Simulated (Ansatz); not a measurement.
Process, species as SMILES: N#P (N-P) + H+ → [NH+]#P
B3LYP-D3(BJ)/def2-TZVP geometries, fixed; electronic energies without zero-point terms; positive where energy is released.

Basis-set convergence of the proton affinity at B2PLYP with Ansatz (a first-principles code). Cartesian d functions, on some or all atoms, in 6-31G*, 6-31+G*, 6-311G**, 6-311+G**; all else is spherical. Cores are frozen. The proton sits at the site shown, which need not be the one that binds it best. No added dispersion term, no relativity. Functions are those of the species that has most. Reference: the value in pcseg-4, 195.37 kcal/mol, itself unsure by roughly 0.16 kcal/mol (its mean distance from aug-pcseg-3, aug-cc-pV(Q+d)Z, cc-pV(5+d)Z). Deviations are taken from unrounded values.

| basis | functions | proton affinity (kcal/mol) |
|---|---|---|
| 6-31G* | 36 | 192.79 |
| 6-31+G* | 44 | 190.17 |
| def2-SVP | 37 | 196.95 |
| def2-SVPD | 52 | 194.95 |
| pcseg-1 | 37 | 192.82 |
| aug-pcseg-1 | 59 | 190.51 |
| cc-pV(D+d)Z | 42 | 195.93 |
| aug-cc-pV(D+d)Z | 64 | 191.65 |
| 6-311G** | 51 | 196.66 |
| 6-311+G** | 59 | 194.29 |
| def2-TZVP | 74 | 194.99 |
| def2-TZVPD | 89 | 194.33 |
| pcseg-2 | 78 | 196.40 |
| aug-pcseg-2 | 119 | 195.31 |
| cc-pV(T+d)Z | 83 | 196.02 |
| aug-cc-pV(T+d)Z | 124 | 194.78 |
| def2-TZVPP | 87 | 195.86 |
| def2-TZVPPD | 102 | 195.16 |
| cc-pV(Q+d)Z | 149 | 195.48 |
| aug-cc-pV(Q+d)Z | 215 | 195.08 |
| def2-QZVPP | 157 | 195.36 |
| def2-QZVPPD | 172 | 195.19 |
| pcseg-3 | 157 | 195.72 |
| aug-pcseg-3 | 223 | 195.44 |

What the diffuse functions change, pair by pair:
- 6-31G* to 6-31+G*: 8 more functions, deviation -2.58 to -5.19 kcal/mol
- def2-SVP to def2-SVPD: 15 more functions, deviation 1.59 to -0.42 kcal/mol
- pcseg-1 to aug-pcseg-1: 22 more functions, deviation -2.55 to -4.86 kcal/mol
- cc-pV(D+d)Z to aug-cc-pV(D+d)Z: 22 more functions, deviation 0.56 to -3.72 kcal/mol
- 6-311G** to 6-311+G**: 8 more functions, deviation 1.30 to -1.08 kcal/mol
- def2-TZVP to def2-TZVPD: 15 more functions, deviation -0.38 to -1.03 kcal/mol
- pcseg-2 to aug-pcseg-2: 41 more functions, deviation 1.03 to -0.06 kcal/mol
- cc-pV(T+d)Z to aug-cc-pV(T+d)Z: 41 more functions, deviation 0.65 to -0.59 kcal/mol
- def2-TZVPP to def2-TZVPPD: 15 more functions, deviation 0.49 to -0.20 kcal/mol
- cc-pV(Q+d)Z to aug-cc-pV(Q+d)Z: 66 more functions, deviation 0.12 to -0.29 kcal/mol
- def2-QZVPP to def2-QZVPPD: 15 more functions, deviation 0.00 to -0.17 kcal/mol
- pcseg-3 to aug-pcseg-3: 66 more functions, deviation 0.35 to 0.08 kcal/mol

They bring the value nearer the reference by more than 0.16 kcal/mol in 5 of 12 pairs.
